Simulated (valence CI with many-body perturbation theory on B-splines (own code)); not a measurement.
# Energy levels of Ir⁷²⁺

Calculated by relativistic CI+MBPT: three valence electrons over a frozen Dirac-Fock core [He], a basis of 11 s, 11 p, 10 d, 8 f, 5 g, 2 h functions for each j, with the one-electron correlation potential Σ1, the two-electron term Σ2, the three-electron term Σ3, Breit, model QED; selected CI, second order for the rest, scaled by the run's own slope (own B-spline code, finite nucleus).

The last digits are not significant, and no measured levels were compared; by estimate large intervals hold to a few tenths of a per cent, small ones and those within an open d or f shell to about a per cent.

Levels 91 to 135 of 165, with energies above the lowest level, (2s^2 2p1/2) J=1/2. "Leading %" is the weight of the configuration and term that name the level; weights of strongly mixed levels are sums over their largest components and can fall short, so below about 35 % the name and the second component can differ from the true leading terms, or belong to a minority configuration. In the jj column 3d3/2^4 stands for four electrons in 3d with j = 3/2. Lifetimes count E1, E2, E3, M1 and M2 decay at the calculated energies, and are blank where another channel may lead or the interval is too uncertain; long ones can be off by a factor of two.

| No. | Configuration | Term | J | E (eV) | Leading % | Leading jj | Lifetime | g |
| --- | --- | --- | --- | --- | --- | --- | --- | --- |
| 91 | 2p²3p | ²P° | 1/2 | 14604 | 87 | 2p1/2 2p3/2 3p3/2 (99 %) | 1.90 fs | 0.616 |
| 92 | 2p²3d | ²G | 7/2 | 14610 | 56 | 2p1/2 2p3/2 3d3/2 (99 %) | 13.6 fs | 0.992 |
| 93 | 2p²3d | ²D | 5/2 | 14628 | 37 | 2p1/2 2p3/2 3d3/2 (99 %) | 418 as | 1.112 |
| 94 | 2p²3d | ²D | 3/2 | 14633 | 47 | 2p1/2 2p3/2 3d3/2 (100 %) | 406 as | 1.096 |
| 95 | 2p²3d | ²P | 1/2 | 14644 | 39 | 2p1/2 2p3/2 3d3/2 (100 %) | 383 as | 1.585 |
| 96 | 2p²3d | ⁴D | 7/2 | 14726 | 46 | 2p1/2 2p3/2 3d5/2 (100 %) | 13.5 fs | 1.290 |
| 97 | 2p²3d | ²G | 9/2 | 14744 | 65 | 2p1/2 2p3/2 3d5/2 (100 %) | 40.2 fs | 1.160 |
| 98 | 2p²3d | ²P | 3/2 | 14745 | 41 | 2p1/2 2p3/2 3d5/2 (100 %) | 692 as | 1.305 |
| 99 | 2p²3d | ²F | 5/2 | 14747 | 44 | 2p1/2 2p3/2 3d5/2 (99 %) | 563 as | 1.123 |
| 100 | 2p²3d | ²D | 5/2 | 14765 | 57 | 2p1/2 2p3/2 3d5/2 (99 %) | 366 as | 1.251 |
| 101 | 2p²3d | ²F | 7/2 | 14772 | 71 | 2p1/2 2p3/2 3d5/2 (99 %) | 336 as | 1.121 |
| 102 | 2p²3d | ²D | 3/2 | 14781 | 57 | 2p1/2 2p3/2 3d5/2 (100 %) | 498 as | 0.958 |
| 103 | 2p²3d | ²P | 1/2 | 14787 | 56 | 2p1/2 2p3/2 3d5/2 (100 %) | 475 as | 1.227 |
| 104 | 2s²4s | ²S | 1/2 | 15711 | 98 | 2s^2 4s (98 %) | 4.25 fs | 1.990 |
| 105 | 2p²3s | ⁴P | 5/2 | 15723 | 65 | 2p3/2^2 3s (100 %) | 6.45 fs | 1.425 |
| 106 | 2p²3s | ²P | 3/2 | 15735 | 55 | 2p3/2^2 3s (100 %) | 2.44 fs | 1.151 |
| 107 | 2s²4p | ²P° | 1/2 | 15749 | 98 | 2s^2 4p1/2 (98 %) | 7.46 fs | 0.654 |
| 108 | 2p²3s | ²S | 1/2 | 15799 | 68 | 2p3/2^2 3s (100 %) | 3.87 fs | 1.976 |
| 109 | 2p²3p | ⁴P° | 3/2 | 15815 | 28 | 2p3/2^2 3p1/2 (100 %) | 1.18 fs | 1.420 |
| 110 | 2p²3p | ²D° | 5/2 | 15817 | 39 | 2p3/2^2 3p1/2 (100 %) | 1.18 fs | 1.161 |
| 111 | 2p²3p | ²P° | 1/2 | 15888 | 75 | 2p3/2^2 3p1/2 (100 %) | 1.18 fs | 0.643 |
| 112 | 2s2p4s | ⁴P° | 1/2 | 15900 | 77 | 2s 2p1/2 4s (100 %) | 4.62 fs | 2.193 |
| 113 | 2s2p4s | ⁴P° | 3/2 | 15931 | 55 | 2s 2p1/2 4s (95 %) | 4.61 fs | 1.515 |
| 114 | 2s2p4p | ⁴D | 1/2 | 15934 | 66 | 2s 2p1/2 4p1/2 (100 %) | 3.77 fs | 0.412 |
| 115 | 2s2p4s | ²P° | 1/2 | 15942 | 87 | 2s 2p1/2 4s (100 %) | 4.78 fs | 0.858 |
| 116 | 2s2p4p | ⁴D | 3/2 | 15966 | 38 | 2s 2p1/2 4p1/2 (96 %) | 1.96 fs | 1.072 |
| 117 | 2s²4p | ²P° | 3/2 | 15966 | 93 | 2s^2 4p3/2 (93 %) | 10.4 fs | 1.335 |
| 118 | 2s2p4p | ⁴P | 1/2 | 15979 | 41 | 2s 2p1/2 4p1/2 (100 %) | 4.47 fs | 1.755 |
| 119 | 2s²4d | ²D | 3/2 | 15990 | 95 | 2s^2 4d3/2 (95 %) | 1.29 fs | 0.801 |
| 120 | 2s²4d | ²D | 5/2 | 16047 | 98 | 2s^2 4d5/2 (98 %) | 1.21 fs | 1.191 |
| 121 | 2s²4f | ²F° | 5/2 | 16061 | 98 | 2s^2 4f5/2 (98 %) | 2.37 fs | 0.848 |
| 122 | 2s²4f | ²F° | 7/2 | 16088 | 98 | 2s^2 4f7/2 (98 %) | 2.46 fs | 1.134 |
| 123 | 2s2p4p | ⁴P | 3/2 | 16153 | 30 | 2s 2p1/2 4p3/2 (100 %) | 5.10 fs | 1.361 |
| 124 | 2s2p4d | ⁴F° | 3/2 | 16174 | 58 | 2s 2p1/2 4d3/2 (100 %) | 2.04 fs | 0.686 |
| 125 | 2s2p4p | ²P | 1/2 | 16185 | 42 | 2s 2p1/2 4p3/2 (93 %) | 2.38 fs | 1.376 |
| 126 | 2s2p4p | ²D | 5/2 | 16188 | 42 | 2s 2p1/2 4p3/2 (100 %) | 12.1 fs | 1.312 |
| 127 | 2s2p4p | ²D | 3/2 | 16189 | 40 | 2s 2p1/2 4p3/2 (100 %) | 3.22 fs | 1.277 |
| 128 | 2s2p4d | ⁴F° | 5/2 | 16207 | 41 | 2s 2p1/2 4d3/2 (99 %) | 3.30 fs | 0.999 |
| 129 | 2s2p4d | ²P° | 3/2 | 16213 | 26 | 2s 2p1/2 4d3/2 (100 %) | 1.07 fs | 1.042 |
| 130 | 2s2p4d | ⁴D° | 1/2 | 16213 | 51 | 2s 2p1/2 4d3/2 (97 %) | 771 as | 0.457 |
| 131 | 2s2p4d | ⁴D° | 5/2 | 16236 | 27 | 2s 2p1/2 4d5/2 (99 %) | 1.21 fs | 1.237 |
| 132 | 2p²4s | ⁴P | 1/2 | 16242 | 42 | 2p1/2^2 4s (92 %) | 4.78 fs | 1.954 |
| 133 | 2s2p4f | ⁴G | 5/2 | 16246 | 44 | 2s 2p1/2 4f5/2 (100 %) | 2.40 fs | 0.840 |
| 134 | 2s2p4d | ²F° | 7/2 | 16269 | 42 | 2s 2p1/2 4d5/2 (100 %) | 1.21 fs | 1.221 |
| 135 | 2p²4p | ²P° | 1/2 | 16271 | 45 | 2p1/2^2 4p1/2 (96 %) | 3.14 fs | 0.648 |
